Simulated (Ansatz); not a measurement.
C5H12O2S, SMILES `CC(C)(C)S(C)(=O)=O`. Total charge 0; spin multiplicity 1. All single points use the PBE0-D4/def2-TZVP geometry.

```xyz
20

C     1.119    0.242    1.606
C     0.337   -0.222    0.380
C    -0.709   -1.256    0.768
C     1.280   -0.742   -0.694
S    -0.493    1.281   -0.221
C    -1.422    0.798   -1.652
O     0.523    2.202   -0.663
O    -1.440    1.695    0.782
H     0.452    0.646    2.369
H     1.649   -0.615    2.026
H     1.850    1.007    1.341
H    -1.249   -1.639   -0.100
H    -1.427   -0.842    1.476
H    -0.208   -2.105    1.241
H     1.863   -1.570   -0.282
H     0.741   -1.125   -1.563
H     1.971    0.036   -1.021
H    -0.755    0.427   -2.428
H    -2.178    0.063   -1.381
H    -1.903    1.718   -1.985
```

What is the dipole moment at PBE/def2-TZVPP? (Estimate.)

Computed: 4.12 D, with components (0.04, -3.90, -1.32) D in this frame, pointing from negative to positive charge.

And with r2SCAN, B3LYP, ωB97M-V? (Best estimate.)

The calculation gave: r2SCAN 4.28 D, B3LYP 4.39 D, ωB97M-V 4.43 D.

Give the Mulliken charges with PBE, r2SCAN, ωB97M-V in def2-TZVPP. (Estimate.)

Ansatz gave: 
```csv
atom,PBE,r2SCAN,ωB97M-V
C1,-0.30,-0.25,-0.33
C2,0.18,0.27,-0.09
C3,-0.30,-0.26,-0.33
C4,-0.30,-0.26,-0.33
S5,0.66,0.83,0.82
C6,-0.30,-0.24,-0.36
O7,-0.42,-0.50,-0.48
O8,-0.42,-0.50,-0.48
H9,0.11,0.09,0.14
H10,0.08,0.05,0.11
H11,0.11,0.09,0.14
H12,0.08,0.05,0.11
H13,0.11,0.09,0.15
H14,0.08,0.05,0.11
H15,0.08,0.05,0.11
H16,0.08,0.05,0.11
H17,0.11,0.09,0.15
H18,0.12,0.10,0.14
H19,0.12,0.10,0.14
H20,0.13,0.10,0.15
```

B3LYP here is the variant with VWN-RPA as its local correlation; programs differ in this.
